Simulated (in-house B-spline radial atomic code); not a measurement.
A fraction x of an electron is removed from 4s in Zn, starting from [Ar] 3d10 4s2 and keeping the highest spin. Computed with a radial B-spline atomic code at the basis-set limit: non-relativistic PBE, spin-polarised, spherical fractional occupations, point nucleus.

```
   x  E(x) - E(0) (eV)  4s down level (eV)
   0            0.0000              -5.825
0.02            0.1179              -5.961
0.14            0.8826              -6.786
0.29            1.9791              -7.837
0.42            3.0580              -8.765
 0.5            3.7823              -9.343
0.56            4.3560              -9.780
0.63            5.0586             -10.294
0.75            6.3472             -11.185
   1            9.3770                   -
```

The exact functional would give a straight line between the two integer points. Deviations E(x) - E(0) - x[E(1) - E(0)], in eV: -0.07 at x = 0.02, -0.43 at x = 0.14, -0.74 at x = 0.29, -0.88 at x = 0.42, -0.906 at x = 0.5, -0.895 at x = 0.56, -0.849 at x = 0.63, -0.686 at x = 0.75.

The curve lies below the straight line by up to 0.906 eV (at x = 0.5): convex, the delocalisation error that favours fractional charges.

How well does Slater's transition state (minus the level at half occupation) give the ionisation energy?

It gives 9.343 eV against 9.377 eV from the two total energies; NIST lists 9.39 eV, ground level to ground level.
